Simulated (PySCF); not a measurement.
**Question.** What does the PBE0-D3(BJ)/def2-SVP structure of `O[SiH2]C#CCF` look like in three dimensions?

**Answer.** 
```xyz
11
C3H5FOSi angstrom
O     -2.617    1.291   -0.357
Si    -2.002   -0.252   -0.325
C     -0.179   -0.223   -0.100
C      1.030   -0.186    0.053
C      2.476   -0.126    0.219
F      2.922   -1.004    1.170
H     -2.428    1.850    0.402
H     -2.336   -0.849   -1.642
H     -2.568   -1.063    0.792
H      2.970   -0.360   -0.740
H      2.770    0.897    0.512
```

Any rigid rotation of these coordinates is as good. Atoms count from 1 in this order. Si2 (oxygen-bound silicon) is distorted tetrahedral (angles from 105.9° to 112.2°). The 2 C–C bonds span 1.219 Å (C3≡C4, drawn triple) to 1.457 Å (C4–C5, drawn single), a spread of 0.238 Å.

Bonds between heavy atoms (Å): O1–Si2 1.661, Si2–C3 1.837, C3≡C4 1.219, C4–C5 1.457, C5–F6 1.368.

The calculation used PySCF, PBE0-D3(BJ)/def2-SVP geometry optimisation, gas phase.

Point group: C1 (no symmetry element, even within 0.4 Å). Whether it is a minimum is left open (no frequencies). One conformer, not necessarily the lowest (H–O1–Si2–C3 -56°).
